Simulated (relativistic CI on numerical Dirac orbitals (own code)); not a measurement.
Pb XX: sensitivity of the levels to the model

Base calculation: Dirac-Coulomb-Breit CI, separate exchange-only KLI orbitals for each configuration, QED by a radiative potential, unscaled Slater integrals.

Configurations in the expansion (outside the closed core [Kr] 4d10): 4f¹⁴5s²5p, 4f¹⁴5s5p², 4f¹⁴5s²5d, 4f¹³5s²5p², 4f¹⁴5s5p5d, 4f¹⁴5s²5f, 4f¹⁴5s5p5f, 4f¹⁴5s²5g, 4f¹⁴5s²6s, 4f¹⁴5p²5d, 4f¹³5s²5p5d, 4f¹⁴5s5d², 4f¹⁴5p³, 4f¹³5p⁴, 4f¹⁴5p5d², 4f¹⁴5d³, 4f¹³5p²5d², 4f¹⁴5d²5f. Double excitations out of closed p, d and f shells are left out; levels of such configurations are missing from the list, as are those of other unlisted configurations, and high levels can miss mixing partners. Some configurations lack a partner that the ground configuration has and come out too high, among them 4f¹³5s²5p5d, 4f¹⁴5s²5g, 4f¹⁴5s²6s.

Variants: (1) configuration mixing switched off. Shifts of the energy above 4f¹⁴5s²5p ²P°1/2, in cm⁻¹, for the lowest level and the first level of each name with at least 55 % of one term (blank where a level changes its place among those of its configuration and J or its character, or is not in the variant):

```csv
Level,Base,Δ(1)
4f¹⁴5s²5p ²P°1/2,0,0
4f¹⁴5s²5p ²P°3/2,243326,+2579
4f¹⁴5s5p² ⁴P1/2,368999,-6415
4f¹⁴5s5p² ⁴P3/2,561336,-7070
4f¹⁴5s5p² ²D3/2,644170,+8110
4f¹⁴5s5p² ²P1/2,660788,+357
4f¹³5s²5p² ⁴F°9/2,807781,-7672
4f¹³5s²5p² ²P°3/2,829049,-7758
4f¹³5s²5p² ²H°11/2,829244,-7711
4f¹³5s²5p² ²D°5/2,834396,-7585
4f¹³5s²5p² ⁴F°3/2,843214,-7613
4f¹³5s²5p² ²G°9/2,844276,-7660
4f¹⁴5s²5d ²D3/2,860760,+5570
4f¹³5s²5p² ²P°1/2,867064,-7763
```

At this charge transitions that keep the count of f electrons are usually good to a few per cent. Levels that differ in their count of f electrons can be misplaced by several ten thousand cm⁻¹, since the correlation energy of f electrons is missing or only estimated; rates across such gaps can be off by orders of magnitude.

Ionisation energy from one configuration of each of the two ions, the ground ones as tabulated or assumed: base 494.441 eV. The NIST ASD value (theoretical) is 507 ± 25 eV.

LS names give the leading component of a level, which can be under half, so a name can repeat, a term be missing and a line seem to break the LS rules.
